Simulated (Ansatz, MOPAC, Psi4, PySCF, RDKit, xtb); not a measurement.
Two geometries of C3H10O3Si2, SMILES COC(=O)C[SiH2]O[SiH3], singlet, relaxed at B3LYP-D3(BJ)/def2-SVP with one dihedral held; other torsions can differ between them too.

Structure A

```
18

C     -2.6760     0.7818    -0.6699
O     -1.9493    -0.3534    -0.1999
C     -0.8920    -0.1069     0.6144
O     -0.9352     0.6761     1.5329
C      0.2983    -0.9466     0.2687
Si     1.4384     0.0460    -0.8844
O      1.7272     1.5232    -0.2105
Si     1.6367     2.5864     1.0708
H     -2.9008     1.4759     0.1537
H     -3.6097     0.4069    -1.1076
H     -2.0928     1.3058    -1.4453
H      0.8593    -1.1851     1.1843
H     -0.0046    -1.8696    -0.2480
H      2.7096    -0.7063    -1.0713
H      0.7641     0.2314    -2.1988
H      2.7615     3.5526     0.9157
H      0.3511     3.3317     1.0306
H      1.7921     1.8687     2.3647
```

Structure B

```
18

C     -2.6426     0.8224    -0.7523
O     -1.9005    -0.2812    -0.2440
C     -0.8202     0.0121     0.5398
O     -0.9400     0.3890     1.6779
C      0.5005    -0.2272    -0.1295
Si     1.2115     1.4006    -0.8107
O      1.0849     2.5612     0.3522
Si     0.9166     3.0065     1.9512
H     -2.9276     1.5146     0.0576
H     -3.5506     0.4161    -1.2162
H     -2.0639     1.3716    -1.5154
H      1.2207    -0.5920     0.6193
H      0.4086    -0.9586    -0.9461
H      2.6336     1.1670    -1.1869
H      0.4425     1.8340    -2.0091
H      1.6862     4.2698     2.1371
H     -0.5134     3.2606     2.2642
H      1.4793     1.9625     2.8504
```

**Question.** Which is lower in energy at the level Ansatz (a first-principles code) with CCSD(T) on RHF/cc-pVDZ, frozen core // B3LYP-D3(BJ)/def2-SVP, and by how much?

**Answer.** A is lower, by 25.56 kJ/mol (dihedral C1–O2–C3–O4: 45° in A, 75° in B).

E(B) − E(A) in kJ/mol at the other levels, on the same two geometries: MMFF94 // B3LYP-D3(BJ)/def2-SVP (RDKit) 26.44; B3LYP/def2-TZVP // B3LYP-D3(BJ)/def2-SVP (Psi4) 25.28; B3LYP-D3(BJ)/def2-TZVP // B3LYP-D3(BJ)/def2-SVP (Psi4) 24.09; PBE/def2-TZVP // B3LYP-D3(BJ)/def2-SVP (Psi4) 26.20; PBE-D3(BJ)/def2-TZVP // B3LYP-D3(BJ)/def2-SVP (Psi4) 25.51; M06-2X/def2-TZVP // B3LYP-D3(BJ)/def2-SVP (Psi4) 24.30; RHF/cc-pVDZ // B3LYP-D3(BJ)/def2-SVP (Ansatz) 24.84; MP2 on RHF/cc-pVDZ, frozen core // B3LYP-D3(BJ)/def2-SVP (Ansatz) 26.48; CCSD on RHF/cc-pVDZ, frozen core // B3LYP-D3(BJ)/def2-SVP (Ansatz) 25.20; RHF/cc-pVTZ // B3LYP-D3(BJ)/def2-SVP (Ansatz) 24.04; MP2 on RHF/cc-pVTZ, frozen core // B3LYP-D3(BJ)/def2-SVP (Ansatz) 26.03; UFF // B3LYP-D3(BJ)/def2-SVP (RDKit) 4.87; PM7, restricted, heats of formation // B3LYP-D3(BJ)/def2-SVP (MOPAC) 22.69; PM6, restricted, heats of formation // B3LYP-D3(BJ)/def2-SVP (MOPAC) 20.93; GFN1-xTB // B3LYP-D3(BJ)/def2-SVP (xtb) 23.18; restricted B3LYP/6-31G*, spherical d, density fitting // B3LYP-D3(BJ)/def2-SVP (PySCF) 26.27; restricted Hartree-Fock/6-31G*, spherical d, density fitting // B3LYP-D3(BJ)/def2-SVP (PySCF) 24.82; restricted B3LYP/6-311+G**, spherical d, density fitting // B3LYP-D3(BJ)/def2-SVP (PySCF) 25.80; restricted BP86/6-31G*, spherical d, density fitting // B3LYP-D3(BJ)/def2-SVP (PySCF) 27.30.
